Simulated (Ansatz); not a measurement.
PBE exchange is replaced step by step with exact exchange (0 % is PBE, 25 % PBE0; no dispersion term), basis def2-SVPD, Ansatz. System: [closo-1,2-(Cl)2B6H4]2- (B6H4Cl2²⁻). Total charge -2; singlet. Geometry: PBE-D4/def2-SVPD.

Geometry of the singlet:

```xyz
12

B     0.764   -0.854   -0.136
B    -0.582   -0.596    0.931
B    -0.752   -0.387   -0.786
B    -0.777    0.998    0.235
B     0.762    0.524    0.895
B     0.581    0.726   -0.834
Cl    1.943   -2.296   -0.440
H    -1.153   -1.262    1.784
Cl   -1.908   -1.111   -2.089
H    -1.556    1.925    0.417
H     1.527    0.976    1.737
H     1.152    1.358   -1.713
```

A multiply charged anion in the gas phase is held together partly by the finite basis. Removing one electron lowers the energy by 0.68 eV at PBE0-D4/def2-TZVPD, so it isn't bound. At PBE-D4/def2-SVPD, PBE with 10 % exact exchange/def2-SVPD, PBE with 15 % exact exchange/def2-SVPD, PBE0-D4/def2-SVPD and others the highest occupied level of the charge -2 singlet lies above zero (up to 3.20 eV). By energy differences it is unbound by 0.68 eV (vertical, against the charge -1 doublet, at PBE0-D4/def2-TZVPD) and held by the finite basis.

| exact exchange (%) | HOMO (eV) | LUMO (eV) | gap (eV) |
| --- | --- | --- | --- |
| 0 | 3.20 | 5.96 | 2.76 |
| 15 | 2.62 | 6.25 | 3.62 |
| 25 | 2.23 | 6.43 | 4.19 |
| 40 | 1.64 | 6.69 | 5.05 |

Q: Estimate the row for 10 %.

A: 
```csv
exact exchange (%),HOMO (eV),LUMO (eV),gap (eV)
10,2.82,6.15,3.34
```
